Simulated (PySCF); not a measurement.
## MSi for M along the chalcogens

r²SCAN with triple-zeta basis sets in PySCF, for the lowest determinant that a PBE0 search found; no spin–orbit coupling. De refers to high-spin ground-configuration atoms. A positive dipole means M(−)Si(+).

```
 M         basis  state (unpaired electrons)  Re (Å)  ωe (cm⁻¹)  De (eV)  μ (D)
 O    def2-TZVPP      singlet (closed shell)   1.515       1248     8.13   2.89
 S  x2c-TZVPPall      singlet (closed shell)   1.937        751     6.30   1.58
Se  x2c-TZVPPall      singlet (closed shell)   2.064        581     5.63   1.26
Te    def2-TZVPP      singlet (closed shell)   2.278        487     4.70   0.62
```

The shortest bond is that of SiO (1.515 Å), the longest that of SiTe (2.278 Å). SiO is bound most strongly (8.13 eV) and SiTe least (4.70 eV).

The rows differ in basis set, which adds steps of its own.

Relativity is treated differently too: O no relativity; S spin-free X2C; Se spin-free X2C; Te scalar-relativistic core potentials.

Down a group bonds as a rule get longer and wavenumbers fall, partly through the reduced mass; this series shows no clear exception.

Spin–orbit coupling is left out, which matters for elements this heavy, above all for dissociation energies.
